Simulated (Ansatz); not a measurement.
Consider the formal hydrolysis of a B–C bond: `O=CB(F)F` + H₂O → `OB(F)F` + `C=O`.

Gas-phase electronic energies from Ansatz, PBE0-D4/def2-TZVP geometries. CCSD(T)/CBS is the MP2 limit (def2-TZVPP, def2-QZVPP) plus CCSD(T) − MP2 in def2-TZVPP, frozen cores. This one scheme is used for every species. DFT in def2-TZVPP. One conformer a species, not always the lowest.

**Question.** Is it downhill or uphill in electronic energy at CCSD(T)/CBS, and by how much? (Estimate.)

**Answer.** The calculation gave: Downhill: ΔE = -34.1 kcal/mol.

**Question.** What do these levels give: r2SCAN0-D4, CAM-B3LYP-D4, ωB97X-V, ωB97M-V, B2PLYP, HF/def2-SVP, MP2/def2-SVP, CCSD(T)/def2-SVP, HF/def2-TZVPP, MP2/def2-TZVPP, CCSD(T)/def2-TZVPP, MP2/CBS(def2)? (Best estimate.)

**Answer.** The calculation gave: r2SCAN0-D4 -36.5, CAM-B3LYP-D4 -35.9, ωB97X-V -34.7, ωB97M-V -35.0, B2PLYP -35.7, HF/def2-SVP -41.9, MP2/def2-SVP -40.2, CCSD(T)/def2-SVP -39.5, HF/def2-TZVPP -39.2, MP2/def2-TZVPP -35.4, CCSD(T)/def2-TZVPP -35.0, MP2/CBS(def2) -34.5 kcal/mol.

**Question.** What do rigid-rotor, harmonic-oscillator terms from PBE0-D4/def2-TZVP frequencies (298.15 K, 1 bar) make of the CCSD(T)/CBS value? (Estimate.)

**Answer.** Computed: ΔZPE = +1.2 kcal/mol, ΔH = -33.7 kcal/mol, ΔS = -5 J/(mol·K), ΔG = -33.3 kcal/mol.

Largest T1 diagnostic among the species: 0.015.

From r2SCAN to r2SCAN0 (25 % exact exchange), in def2-TZVPP and without D4, ΔE moves by −0.8 kcal/mol. At CCSD(T), def2-SVP lies −5.4 kcal/mol from the extrapolated value and def2-TZVPP −0.9 kcal/mol. Leaving LDA and LC-ωPBE aside and taking each functional with its dispersion term where it has one, the values, not all of them listed here, spread over 4.3 kcal/mol, from BHLYP-D4 to revPBE-D4. LDA lies −1.5 kcal/mol from PBE without D4.
